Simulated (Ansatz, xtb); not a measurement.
**Ligand exchange: NaCl + C2H5I → NaI + C2H5Cl**

Species: NaCl, singlet; C2H5I (iodoethane) `CCI`, singlet; NaI (Sodium Iodide), singlet; C2H5Cl (chloroethane) `CCCl`, singlet. The partners trade Cl for I: Na–Cl and C–I bonds give way to Na–I and C–Cl.

Shapes, held fixed at every level: PBE0-D4/def2-TZVP. Programs: Ansatz 0.2.0, xtb 6.7.1. The zero-point and thermal change to 298 K, harmonic and unscaled (PBE0-D4/def2-TZVP), is +2.0 kJ/mol.

```tsv
level	kind	ΔH(298 K) (kJ/mol)	less CCSD(T)/def2-TZVPP	CPU time (sum over the molecules)
GFN0-xTB	semi-empirical	-30.2	-17.9	0.21 s
SPW92/def2-TZVPP	LDA	-19.1	-6.8	5.7 s
BHLYP-D4/def2-TZVPP	global hybrid	-19.9	-7.6	13 s
PBE0-D4/def2-TZVPP	global hybrid	-19.5	-7.2	11 s
r2SCAN0-D4/def2-TZVPP	global hybrid	-20.6	-8.3	19 s
wB97M-V/def2-TZVPP	range-separated hybrid	-18.3	-6.0	42 s
B2PLYP/def2-TZVPP	double hybrid	-15.0	-2.7	20 s
CCSD(T)/def2-TZVPP	coupled cluster or CI	-12.3	0.0	3.1 min
```

The highest level, CCSD(T)/def2-TZVPP, gives ΔH(298 K) = -12.3 kJ/mol; the levels span -30.2 to -12.3. The column of differences is taken from that level and isn't an error. No measured value is set beside it here. For atoms past krypton def2 sets carry core potentials with scalar relativity. Outer-core shells of I, Na are correlated, in sets that cover them unevenly. Times are processor times on shared x86 and Arm servers, and rough.
